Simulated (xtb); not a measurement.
InH₂I, SMILES [InH2][I]. All values are semi-empirical tight-binding results from xtb (GFN2-xTB unless named), good for trends rather than for accurate numbers. Geometry: GFN2-xTB.

For metal compounds this method's bond lengths and energies can be far off.

Computed properties:
The point group as xtb finds it is C2v and the orbital gap comes out as 4.14 eV. The zero-point energy comes out as 6.7 kcal/mol. The G − E(el) at 298.15 K (modified RRHO) comes out as -11.2 kcal/mol.
